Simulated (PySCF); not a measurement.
## How methods differ on the excitation energy of Ar+

Ar+ [Ne] 3s2 3p5 (2P) → Ar+ [Ne] 3s1 3p5 3d1 (high-spin determinant), as a difference of total energies. Calculation: PySCF 2.14, in aug-cc-pV(D+d)Z; no relativity, point nucleus. Correlated levels: valence: [Ne] frozen. The calculations carry no spin-orbit coupling.

| method | excitation energy (eV) |
| --- | --- |
| UHF | 33.834 |
| LDA | 32.030 |
| PBE | 31.850 |
| PBE0 | 32.521 |
| r2SCAN | 32.444 |
| M06-2X | 32.941 |
| wB97X | 32.940 |
| BLYP | 31.956 |
| r2SCANh | 32.610 |
| MP2 (valence) | 33.376 |
| SCS-MP2 (valence) | 33.153 |

Question: How much does correlation contribute at MP2 (valence)?

Answer: 33.376 − (33.834) = -0.458 eV, measured against UHF.

The upper state lies above the first ionisation limit, where it may autoionise and the basis confines it.

The promoted electron is Rydberg-like, and one or two diffuse shells describe it only roughly, which tends to raise the upper state.

The determinant of the upper state mixes LS terms, which raises its energy above the lowest term, most at the Hartree-Fock and MP2 levels.
